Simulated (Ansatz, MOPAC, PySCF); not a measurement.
System: 1,1,1-trifluoroethane, C2H3F3 (charge 0, singlet). SMILES: CC(F)(F)F
Geometry: optimised at B3LYP-D3(BJ)/def2-TZVP (Ansatz, a program for electronic structure).

Unscaled harmonic wavenumbers (cm⁻¹) in rising order, each level at the stationary point that it reaches from this structure (no distance between atoms moves by over 0.3 Å); the order of modes can differ between levels, and a negative number is imaginary. B3LYP-D3(BJ)/def2-TZVP (PySCF, at the structure above): 227, 363, 363, 535, 536, 596, 827, 968, 968, 1218, 1218, 1280, 1433, 1484, 1485, 3071, 3152, 3152.

PM6 (MOPAC): 120, 334, 334, 494, 494, 543, 940, 987, 987, 1222, 1222, 1314, 1314, 1324, 1354, 2678, 2678, 2783. Zero-point energy 30.2 against 32.7 kcal/mol; where all levels lie over 400 cm⁻¹, the wavenumbers are on average 0.953 times those of B3LYP-D3(BJ)/def2-TZVP.

PM7 (MOPAC): 131, 341, 341, 472, 472, 533, 951, 1037, 1037, 1266, 1266, 1363, 1424, 1487, 1487, 2659, 2659, 2775. Zero-point energy 31.0 against 32.7 kcal/mol; where all levels lie over 400 cm⁻¹, the wavenumbers are on average 0.979 times those of B3LYP-D3(BJ)/def2-TZVP.

HF/3-21G (Ansatz): 257, 374, 374, 560, 560, 611, 874, 1123, 1123, 1413, 1446, 1446, 1612, 1653, 1653, 3255, 3330, 3330. Zero-point energy 35.7 against 32.7 kcal/mol; where all levels lie over 400 cm⁻¹, the wavenumbers are on average 1.100 times those of B3LYP-D3(BJ)/def2-TZVP.

HF/6-31G* (Ansatz): 250, 391, 391, 585, 585, 646, 908, 1095, 1095, 1414, 1414, 1429, 1601, 1627, 1627, 3246, 3330, 3330. Zero-point energy 35.7 against 32.7 kcal/mol; where all levels lie over 400 cm⁻¹, the wavenumbers are on average 1.103 times those of B3LYP-D3(BJ)/def2-TZVP.
